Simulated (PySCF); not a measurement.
## Computed data sheet: `O[SiH2]O/C=C/F`

Compound: C2H5FO2Si.
SMILES with atom numbers: `[OH:1][SiH2:2][O:3]/[CH:4]=[CH:5]/[F:6]` (hydrogens: H7 on O1; H8, H9 on Si2; H10 on C4; H11 on C5)

Geometry (PBE0-D3(BJ)/def2-SVP, Å), atoms numbered from 1 in this order:
```xyz
11
C2H5FO2Si angstrom
O     -1.9314    1.4537    0.1542
Si    -1.6562   -0.1280   -0.2443
O     -0.0905   -0.3804   -0.7799
C      1.0306   -0.2391   -0.0357
C      2.2389   -0.4237   -0.5666
F      3.3380   -0.2810    0.1730
H     -1.8703    2.1080   -0.5483
H     -2.4824   -0.5883   -1.3886
H     -1.8886   -0.8837    1.0118
H      0.9305    0.0350    1.0221
H      2.4192   -0.6958   -1.6095
```

Among its groups: C=C double bond, C–F bond and Si–H bond.

From PBE0-D3(BJ)/def2-SVP geometry optimisation, gas phase (PySCF):

| Quantity | Value |
| --- | --- |
| Point group | C1 |
| Rotational constants A, B, C | 9.671, 1.094, 1.029 GHz |

**wB97X-D/def2-SVPD ground state and vertical TDDFT (core frozen in the response) (PySCF)**

| Item | Value |
| --- | --- |
| Dipole moment | 2.01 D |
| HOMO energy | -8.68 eV |
| LUMO energy | 1.62 eV |
| HOMO–LUMO gap | 10.30 eV |
| Lowest singlet excitation | 6.46 eV (192 nm, f = 0.077) |
| Strongest line among the 6 lowest singlet transitions | S2 at 6.87 eV (180 nm, f = 0.296) |
| Static isotropic polarisability | 59.8 au |
| Electronic spatial extent ⟨r²⟩ about the centre of nuclear charge | 1034 bohr² |

Monoisotopic mass from the formula: 108.0043 u.

The largest Löwdin shares of the HOMO are 0.30 on C5, 0.27 on C4, 0.22 on O3 and 0.14 on F6. The dipole equals about 6.7 × 10⁻³⁰ C·m (1 D = 3.33564 × 10⁻³⁰ C·m). The principal polarisabilities are 48.9, 53.2 and 77.5 au; their mean is the isotropic value. In wavenumbers S1 is 52100 cm⁻¹ (1 eV = 8065.54 cm⁻¹). No computed singlet falls in the visible range (750 to 380 nm, 1.65 to 3.26 eV); S1 lies 3.20 eV above its blue end. The polarisability is 8.87 Å³ as a volume (1 au = 0.148185 Å³), or 1.07 au for each of the 56 electrons.

One conformer stands for the species.
